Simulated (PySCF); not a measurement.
B(F)(NHMe)(OH) (CH5BFNO), SMILES CNB(O)F.

Geometry: PBE-D3(BJ)/def2-SVP. This is a generated structure with no PubChem entry under its InChIKey; it may be hypothetical. Other conformers were not sampled.

All values below come from PBE-D3(BJ)/def2-SVP (PySCF).

Harmonic, unscaled wavenumbers; measured fundamentals usually lie a few per cent lower.

```tsv
mode	ν (cm⁻¹)	IR (km/mol)	moving atoms (share of kinetic energy)
1	62	2.1	H 96 %
2	133	0.9	N 45 %, H 26 %, F 14 %, C 13 %
3	231	4.0	O 31 %, C 26 %, H 24 %, F 8 %
4	411	128.3	H 87 %
5	425	4.9	F 40 %, O 23 %, C 13 %, N 11 %
6	501	9.6	F 28 %, N 23 %, H 22 %, B 9 %, C 9 %, O 9 %
7	534	33.0	H 89 %
8	631	58.7	B 79 %, N 9 %
9	799	3.6	O 35 %, N 22 %, F 21 %, H 13 %
10	946	117.8	H 77 %, O 11 %
11	1063	37.1	H 74 %, C 13 %
12	1104	0.0	H 75 %, C 20 %
13	1144	23.6	N 38 %, C 30 %, H 20 %
14	1281	113.2	H 53 %, B 31 %
15	1393	98.1	H 61 %, B 18 %, C 15 %
16	1404	3.5	H 97 %
17	1433	68.8	H 86 %
18	1447	161.9	B 52 %, H 32 %, O 9 %
19	1535	366.1	B 35 %, N 35 %, H 27 %
20	2929	66.1	H 97 %
21	2988	34.8	H 90 %, C 10 %
22	3033	34.4	H 91 %, C 9 %
23	3542	23.3	H 93 %
24	3772	31.7	H 94 %
```
